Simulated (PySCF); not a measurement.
Job for PySCF: R-B3LYP/3-21G on GeH4STe (SMILES S[Te][GeH3]), a point of a torsion scan.

```python
from pyscf import gto, scf, dft, mp
from pyscf.data.elements import chemcore

mol = gto.M(
    atom='''
    S     2.42715417    0.54540940    0.07210936
    Te    1.00832971   -1.08905748    1.10253135
    Ge   -1.17179983   -0.04299892    0.34619358
    H     2.66099895   -0.09799340   -1.06400617
    H    -2.00026528   -0.95835317   -0.51019010
    H    -2.06903717    0.34283521    1.48451778
    H    -0.92308787    1.19273140   -0.45862518
    ''',
    basis='3-21g',
    charge=0, spin=0, verbose=3, max_memory=1800)
mf = dft.RKS(mol, xc='b3lyp')
mf.conv_tol = 1e-8
mf.max_cycle = 100
mf.kernel()
if not mf.converged:
    mf = mf.newton().run(mf.mo_coeff, mf.mo_occ)
```

Program output:

```
converged SCF energy = -9050.9673745376
```

The run converged.

Cost: roughly 8 core-seconds.
